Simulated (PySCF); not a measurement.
dichlorogermane, Cl2GeH2, SMILES [Cl][GeH2][Cl], point group C2v.

Force field and properties: PBE0/pcSseg-1 (PySCF, grid level 2). Vibrational terms come from second-order perturbation theory with semi-diagonal cubic constants, by steps of ±0.6 along the normal coordinates of each isotopologue. The parent has the commonest isotopes.

Equilibrium geometry (Å):

```csv
atom,x,y,z
Cl1,1.7673,1.0381,-0.0870
Ge2,0.0031,-0.1772,-0.0061
Cl3,-1.7083,1.1135,-0.0335
H4,-0.0351,-1.0372,-1.2646
H5,0.0074,-0.9257,1.3224
```

Problem. Give the equilibrium and ground-state rotational constants (MHz) of parent; ²H at 4; ⁷²Ge at 2; ²H at 4, ²H at 5; ³⁷Cl at 1; ³⁷Cl at 1, ⁷²Ge at 2; ³⁷Cl at 1, ³⁷Cl at 3.

Solution. 
```
             species      Ae      Be      Ce      A0      B0      C0  Δ0 (u Å²)  harmonic ZPE (cm⁻¹)
              parent  7906.9  2353.5  1858.8  7874.3  2350.7  1852.6     -6.384                 4135
             ²H at 4  7482.9  2335.9  1845.2  7456.1  2332.6  1839.2     -9.654                 3619
           ⁷²Ge at 2  7995.3  2353.5  1863.6  7962.1  2350.7  1857.5     -6.387                 4138
    ²H at 4, ²H at 5  7102.4  2317.1  1832.7  7080.5  2313.4  1826.8    -13.186                 3101
           ³⁷Cl at 1  7804.9  2289.7  1813.3  7772.6    2287  1807.4     -6.380                 4130
³⁷Cl at 1, ⁷²Ge at 2  7893.5  2289.7    1818  7860.7    2287  1812.1     -6.383                 4133
³⁷Cl at 1, ³⁷Cl at 3  7700.3  2228.3  1769.1  7668.3  2225.7  1763.4     -6.376                 4124
```

Δ0 = Ic − Ia − Ib from the ground-state constants.

Problem. How is the parent's vibrational correction B0 − Be made up?

Solution. 
```json
{"axis": "a", "harmonic": "29.1", "Coriolis": "-2.64", "cubic": "-59.2", "total (MHz)": "-32.7"}
{"axis": "b", "harmonic": "3.46", "Coriolis": "-0.146", "cubic": "-6.19", "total (MHz)": "-2.88"}
{"axis": "c", "harmonic": "0.989", "Coriolis": "-0.269", "cubic": "-6.88", "total (MHz)": "-6.16"}
```

Problem. And its quartic centrifugal distortion constants from the harmonic force field?

Solution. Asymmetric top, A reduction, Ir representation: ΔJ = 0.893 kHz, ΔJK = -9.03 kHz, ΔK = 58.4 kHz, δJ = 0.312 kHz, δK = 1.51 kHz.

Problem. Which nuclear quadrupole couplings χaa, χbb, χcc (MHz) does the parent show, at equilibrium and averaged?

Solution. 35Cl at 1: -26.1, -0.9, 27.0 and -25.9, -1.1, 27.0; 35Cl at 3: -26.1, -0.9, 27.0 and -25.9, -1.1, 27.0.

A mode lies under 250 cm⁻¹, where this perturbation treatment is rough.
